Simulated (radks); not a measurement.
Question: Co, configuration [Ar] 3d8 6p1 (not the ground configuration). All-electron calculation, scalar-relativistic Kohn-Sham, PBEsol, spin-polarised, spherical densities, point nucleus; open shells are filled with parallel spins first. Program: a radial shooting solver on a logarithmic mesh with Libxc functionals. Some entries of the table are withheld. Estimate them.

| orbital | occ. | eigenvalue (eV) | <r^2> (bohr^2) | r(max) (bohr) |
|---|---|---|---|---|
| 1s down | 1 | -7586.953 | 0.004252 | 0.03680 |
| 1s up | 1 | -7586.953 | 0.004252 | 0.03680 |
| 2s up | 1 | -899.0989 | 0.07722 | 0.2133 |
| 2s down | 1 | -898.1236 | 0.07710 | 0.2132 |
| 2p up | 3 | -770.4419 | 0.06227 | 0.1720 |
| 2p down | 3 | -769.7030 | 0.06215 | 0.1720 |
| 3s up | 1 | -104.4774 | 0.7003 | 0.6700 |
| 3s down | 1 | -102.4296 | 0.7027 | 0.6704 |
| 3p up | 3 | -68.0054 | (1) | 0.6803 |
| 3p down | 3 | -65.9954 | (2) | 0.6810 |
| 3d up | 5 | -11.2915 | 1.709 | 0.6761 |
| 3d down | 3 | -9.5051 | 1.892 | 0.6809 |
| 6p up | 1 | -0.6795 | 434.6 | 21.05 |

Answer: 
(1) 3p up <r^2> (bohr^2): 0.8024
(2) 3p down <r^2> (bohr^2): 0.8075
